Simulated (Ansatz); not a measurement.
`C[SiH]1NP1` → `[CH2]` (triplet) + `N1[SiH2]P1`  (formal loss of a carbene)

Calculated with Ansatz (gas phase, PBE0-D4/def2-TZVP geometries, no zero-point term in ΔE). CCSD(T)/CBS adds triple-zeta CCSD(T) − MP2 to the extrapolated MP2 energy (def2 sets, frozen cores). This one scheme is used for every species. Functionals use def2-TZVPP. B3LYP here is the variant with VWN-RPA as its local correlation; programs differ in this. HSE06 is defined as in plane-wave codes. Triplets are unrestricted, without spin–orbit coupling.

```
             level  ΔE (kJ/mol)  difference from CCSD(T)/CBS
       LDA (SPW92)        557.1                         70.4
            PBE-D4        493.1                          6.4
         revPBE-D4        479.1                         -7.6
           BLYP-D4        477.5                         -9.2
         r2SCAN-D4        467.3                        -19.4
            B97M-V        489.2                          2.5
           PBE0-D4        485.1                         -1.6
          B3LYP-D4        478.4                         -8.3
        r2SCANh-D4        465.5                        -21.2
        r2SCAN0-D4        462.9                        -23.8
          HSE06-D4        485.4                         -1.3
      CAM-B3LYP-D4        482.6                         -4.1
           ωB97X-V        496.3                          9.6
           ωB97M-V        489.8                          3.1
            B2PLYP        476.3                        -10.4
          PBE-QIDH        483.9                         -2.8
            revPBE        461.6                        -25.1
              BLYP        463.6                        -23.1
            r2SCAN        465.4                        -21.3
              PBE0        479.2                         -7.5
             B3LYP        467.8                        -18.9
           r2SCANh        463.5                        -23.2
           r2SCAN0        460.7                        -26.0
             HSE06        479.9                         -6.8
             BHLYP        458.7                        -28.0
         CAM-B3LYP        476.6                        -10.1
           LC-ωPBE        477.0                         -9.7
RPA@PBE/def2-TZVPP        463.6                        -23.1
       HF/def2-SVP        336.8                       -149.9
      MP2/def2-SVP        470.3                        -16.4
  CCSD(T)/def2-SVP        457.3                        -29.4
     HF/def2-TZVPP        334.9                       -151.8
    MP2/def2-TZVPP        489.9                          3.2
SCS-MP2/def2-TZVPP        487.2                          0.5
   CCSD/def2-TZVPP        462.7                        -24.0
CCSD(T)/def2-TZVPP        474.4                        -12.3
    MP2/def2-QZVPP        497.0                         10.3
SCS-MP2/def2-QZVPP        495.8                          9.1
     MP2/CBS(def2)        502.2                         15.5
    CCSD/CBS(def2)        475.0                        -11.7
       CCSD(T)/CBS        486.7                            0
```

Largest T1 diagnostic among the species: 0.015.

From BLYP to BHLYP (50 % exact exchange), in def2-TZVPP and without D4, ΔE moves by −4.9 kJ/mol. At CCSD(T), def2-SVP lies −29.4 kJ/mol from the extrapolated value and def2-TZVPP −12.3 kJ/mol.
